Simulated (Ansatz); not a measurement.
Cartesian coordinates in Å:
```
O -0.4483 0.4758 -1.7975
Si -0.5208 0.4427 -0.1844
Cl -2.2090 1.3938 0.3509
O 0.8403 0.7129 0.6995
C 0.4174 -0.6728 0.8758
F 1.3165 -1.5390 0.3353
H 0.3470 0.1165 -2.2003
H 0.2570 -0.9300 1.9208
```

The species carries charge 0 and has multiplicity 1.

(1) List the CAM-B3LYP/def2-TZVPP orbital energies in eV (Ansatz). (Best estimate.)

Answers

(1) Computed: Occupied: -2765.15, -1803.30, -673.90, -523.72, -523.13, -282.34, -259.94, -198.99, -198.85, -198.84, -147.67, -103.04, -103.02, -102.98, -35.64, -31.08, -30.47, -25.60, -20.24, -18.23, -16.72, -16.46, -15.51, -14.23, -13.76, -13.16, -12.84, -12.27, -11.77, -11.63, -10.97, -9.28. Lowest empty: 0.67, 1.63, 2.04, 2.85, 3.07, 3.66, 4.20, 5.09.
